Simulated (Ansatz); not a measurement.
Two members of one family (BCl3 adduct), computed with Ansatz in the gas phase. Binding counts from free atoms in the multiplicity of their measured ground term, without zero-point energy. A dash marks a value that wasn't run or was left out as unsound. The structures are stationary points that may keep the symmetry of their start. Remarks come from the PBE and PBE0 runs and from stability tests at other levels; not every state was tested. HOMO above LUMO (over both spins in singlets and doublets, within one spin in higher multiplets; at PBE or PBE0), or a gap under 0.15 eV within one spin, warns that the state may not be the lowest or that an electron is smeared out.

First: B(PH3)Cl3 (singlet, charge 0, B3LYP-D4/def2-SVP geometry).

| atom | x (Å) | y (Å) | z (Å) |
| --- | --- | --- | --- |
| B1 | 0.197 | 0.721 | -0.782 |
| P2 | -0.173 | -0.632 | 0.684 |
| H3 | -1.525 | -1.008 | 0.850 |
| H4 | 0.196 | -0.240 | 1.991 |
| H5 | 0.475 | -1.881 | 0.549 |
| Cl6 | -0.789 | 2.186 | -0.283 |
| Cl7 | -0.394 | -0.111 | -2.305 |
| Cl8 | 2.013 | 0.965 | -0.704 |

```
               level  HOMO (eV)  LUMO (eV)  gap (eV)  vertical IE (eV)  binding per atom (eV)
     PBE-D4/def2-SVP      -6.47      -0.93      5.54                 –                   3.22
    PBE-D4/def2-TZVP      -6.81      -1.31      5.51              9.70                   3.19
      B3LYP-D4/6-31G      -7.91      -0.22      7.69                 –                   2.78
   PBE0-D4/def2-TZVP      -8.20      -0.39      7.81             10.18                   3.14
r2SCAN0-D4/def2-TZVP      -8.43      -0.21      8.22                 –                   3.10
```

Remarks: gap within one spin near zero at PBE or PBE0 (+1 doublet).

Second: B(OCMe2)Cl3 (singlet, charge 0, B3LYP-D4/def2-SVP geometry).

```xyz
14

B     1.881    0.968    0.327
O     0.756    0.314   -0.593
C    -0.342   -0.205   -0.313
C    -1.154   -0.714   -1.453
C    -0.854   -0.323    1.074
H    -1.384   -1.781   -1.288
H    -2.124   -0.187   -1.468
H    -0.631   -0.575   -2.406
H    -0.877    0.684    1.524
H    -0.110   -0.880    1.670
H    -1.839   -0.803    1.112
Cl    2.445   -0.366    1.470
Cl    1.073    2.381    1.195
Cl    3.159    1.488   -0.851
```

Question: What does the change do? Estimate second minus first.

Answer: 
```tsv
level	Δ HOMO (eV)	Δ LUMO (eV)	Δ gap (eV)	Δ vertical IE (eV)	Δ binding per atom (eV)
PBE-D4/def2-SVP	0.34	-2.73	-3.07	–	1.04
PBE-D4/def2-TZVP	0.38	-2.45	-2.83	-0.38	1.01
B3LYP-D4/6-31G	0.36	-2.93	-3.29	–	1.11
PBE0-D4/def2-TZVP	0.40	-2.35	-2.74	-0.36	0.97
r2SCAN0-D4/def2-TZVP	0.41	-2.41	-2.82	–	0.94
```
